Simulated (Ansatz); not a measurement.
## Ligand exchange: C3H6S + Si(SiH3)2F2 → C3H8SSi + SiH(SiH3)F2

Gas-phase species: C3H6S (allyl mercaptan) `C=CCS`, singlet; Si(SiH3)2F2, singlet; C3H8SSi `C=CCS[SiH3]`, singlet; SiH(SiH3)F2, singlet. The partners trade H for SiH3: S–H and Si–SiH3 bonds give way to S–SiH3 and Si–H.

Shapes, held fixed at every level: PBE0-D4/def2-TZVP. Flexible molecules stand in one conformer, not always the lowest. Programs: Ansatz 0.2.0. The zero-point and thermal change to 298 K, harmonic and unscaled (PBE0-D4/def2-TZVP), is +1.5 kJ/mol.

| level | kind | ΔH(298 K) (kJ/mol) | less CCSD(T)/CBS estimate |
| --- | --- | --- | --- |
| SPW92/def2-TZVPP | LDA | -54.9 | +13.4 |
| r2SCAN-D4/def2-TZVPP | meta-GGA | -63.8 | +4.5 |
| r2SCAN0-D4/def2-TZVPP | global hybrid | -66.6 | +1.7 |
| wB97X-V/def2-TZVPP | range-separated hybrid | -63.2 | +5.1 |
| MP2/def2-SVP | perturbation theory | -73.3 | -5.0 |
| CCSD(T)/def2-TZVPP | coupled cluster or CI | -66.3 | +2.0 |
| CCSD/def2-TZVPP | coupled cluster or CI | -65.6 | +2.7 |
| CCSD(T)/CBS estimate | coupled cluster or CI | -68.3 | 0.0 |

The highest level, CCSD(T)/CBS estimate, gives ΔH(298 K) = -68.3 kJ/mol; the levels span -73.3 to -54.9. The column of differences is taken from that level and isn't an error. No measured value is set beside it here. The CBS estimate extrapolates MP2 from def2-TZVPP and def2-QZVPP and adds CCSD(T) − MP2 in the triple-zeta set, cores frozen.
